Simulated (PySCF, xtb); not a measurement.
CH₂NO, SMILES N=C=[OH+], charge +1.

GFN2-xTB (xtb) at its own geometry gives an orbital gap of 6.85 eV.

The structure is a stationary point at B3LYP-D3(BJ)/def2-TZVP. The isomer is the one that the SMILES or the coordinates give; other isomers of the formula were not compared.

### Question
What does PBE/def2-TZVPD (PySCF) give? (An estimate is asked for; the answer gives what the named calculation found.)

### Answer
gap 7.53 eV (levels -15.63 and -8.10 eV).
